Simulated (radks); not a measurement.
Valence configurations of Gd IV (all share [Xe]). Calculated with a radial shooting solver on a logarithmic mesh with Libxc functionals: scalar-relativistic Kohn-Sham, SCAN, spin-unpolarised, spherical densities, finite nucleus; meta-GGA in the generalised Kohn-Sham scheme; Fermi nuclear charge, rms radius 5.1569 fm. Energies are relative to 4f7; eigenvalues in eV.

[
 {"valence": "4f7", "E (eV)": "0.000", "e(4f)": "-33.361", "e(5d)": "-", "e(6p)": "-", "e(6s)": "-"},
 {"valence": "4f6.5 5d0.5", "E (eV)": "5.266", "e(4f)": "-36.865", "e(5d)": "-25.136", "e(6p)": "-", "e(6s)": "-"},
 {"valence": "4f6 5d1", "E (eV)": "11.814", "e(4f)": "-40.542", "e(5d)": "-26.145", "e(6p)": "-", "e(6s)": "-"},
 {"valence": "4f6 6p1", "E (eV)": "21.069", "e(4f)": "-45.005", "e(5d)": "-", "e(6p)": "-19.564", "e(6s)": "-"},
 {"valence": "4f5.5 5d1 6s0.5", "E (eV)": "21.801", "e(4f)": "-46.105", "e(5d)": "-28.327", "e(6p)": "-", "e(6s)": "-24.144"},
 {"valence": "4f5.5 5d0.5 6s1", "E (eV)": "23.915", "e(4f)": "-47.820", "e(5d)": "-29.474", "e(6p)": "-", "e(6s)": "-25.166"},
 {"valence": "4f5.5 5d1 6p0.5", "E (eV)": "24.616", "e(4f)": "-46.660", "e(5d)": "-28.734", "e(6p)": "-18.826", "e(6s)": "-"}
]

NIST lists [Xe] 4f7 as the ground configuration; this level of theory agrees among the configurations tried. The energies are those of spherical spin-averaged densities, not of single terms. No valid solution was reached for [Xe] 4f6.5 6s0.5; [Xe] 4f6 6s1; [Xe] 4f4.5 5d1 6s1.5.
